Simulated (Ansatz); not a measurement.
Job for Ansatz (an electronic-structure program): U-PBE0/def2-TZVPP on TiGe, 2S+1 = 3, a spin state set in the input, which need not be the lowest, a point of a bond scan (R = 2.532 Å).

Ansatz 0.2 input:
```yaml
crystal:
  periodic: [false, false, false]
  atoms:
    - {symbol: Ti, position_ang: [0.00000000, 0.00000000, 0.00000000]}
    - {symbol: Ge, position_ang: [0.00000000, 0.00000000, 2.53225900]}
basis:
  gaussian:
    orbitals: def2-TZVPP
    pivot_positions_ang: [[0.00000000, 0.00000000, 0.00000000], [0.00000000, 0.00000000, 2.53225900]]
hamiltonian:
  xc: {name: PBE0}
magnetization: {spin_polarized: true, initial_magnetization: 2}
output: {forces: true, orbitals: {seedname: ./end}}
```

It printed:

```
WARN ansatz: RAYON_NUM_THREADS=1 ignored (pool sized by the plan → 1); use --threads N
Functional definition: PBE0
integrals: 0.04 GiB planned
913 factors; their error is unknown
mean field: 0.65 GiB planned
mean field evaluation 1: about -79605.5809 eV, gradient 5.0e1 eV
mean field evaluation 2: about -79556.9427 eV, gradient 9.1e1 eV
mean field evaluation 4: about -79613.9163 eV, gradient 1.7e1 eV
mean field evaluation 8: about -79615.9140 eV, gradient 1.3e0 eV
mean field evaluation 16: about -79617.0009 eV, gradient 3.0e-2 eV
mean field evaluation 32: about -79617.0021 eV, gradient 1.5e-2 eV
mean field evaluation 64: about -79603.5650 eV, gradient 6.9e1 eV
mean field evaluation 96: about -79616.4509 eV, gradient 7.1e-1 eV
mean field evaluation 128: about -79354.5230 eV, gradient 2.2e2 eV
mean field evaluation 160: about -79617.0144 eV, gradient 1.1e-1 eV
mean field evaluation 192: about -79611.2606 eV, gradient 3.1e1 eV
mean field evaluation 224: about -79616.7204 eV, gradient 7.1e-5 eV
mean field evaluation 256: about -79615.9977 eV, gradient 7.4e-2 eV
mean field evaluation 288: about -79613.7963 eV, gradient 5.6e0 eV
mean field evaluation 320: about -79616.2981 eV, gradient 9.8e-4 eV
mean field evaluation 352: about -79617.0005 eV, gradient 6.8e-2 eV
mean field -79617.01527228 eV, -2925.8713449049 hartree, gradient 2.6e-7 eV, S^2 3.152609; 20 other end points of the search recorded, 0 dependent functions left out
the calculation of the forces begins
reference -79617.01529749 eV, -2925.8713458316 hartree; 28, 26 occupied and 84, 86 virtual orbitals, 913 factors
Total energy: -79617.01529749 eV, -2925.8713458316 hartree
Atom 0 at     0.000000     0.000000     0.000000 Å, force    -0.000000     0.000000     0.071505 eV/Å
Atom 1 at     0.000000     0.000000     2.532259 Å, force    -0.000000    -0.000000    -0.071505 eV/Å
Dipole moment:     0.000000    -0.000000    -0.763583 e Å
```

The run converged. Its determinant has ⟨S²⟩ = 3.15, a mixture of spin states.

Cost: around 90 core-seconds (rough).
